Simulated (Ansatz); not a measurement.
Mulliken charges of CH$_{5}$FNOV (`[CH3][V](=[NH])([OH])[F]`) from r2SCAN/def2-TZVPP in Ansatz (PBE0-D4/def2-TZVP geometry).

```csv
atom,x (Å),y (Å),z (Å),charge (e)
C1,-1.287,-0.161,-0.386,-0.387
V2,0.556,0.328,0.237,1.109
N3,0.771,-0.639,1.498,-0.568
O4,1.672,-0.185,-1.039,-0.428
F5,0.528,2.025,0.622,-0.371
H6,-1.352,-1.225,-0.611,0.099
H7,-1.992,0.096,0.408,0.095
H8,-1.493,0.436,-1.281,0.079
H9,0.963,-1.113,2.370,0.176
H10,1.716,0.387,-1.815,0.197
```

Problem. By hand: the dipole of these point charges (1 e Å = 4.8032 D).

Solution. Σ q r = (-0.168, -0.080, -0.288) e Å, of length 0.343 e Å = 1.65 D.

Problem. How does the dipole of the full density compare? (Best estimate.)

Solution. Ansatz gave: (-0.084, -0.096, -0.126) e Å, 0.86 D; the point charges give 1.92 times that, at 19° from its direction.

Point charges leave out the atoms' own dipoles, such as those of lone pairs, and Mulliken's split depends on the basis, so the two needn't agree.
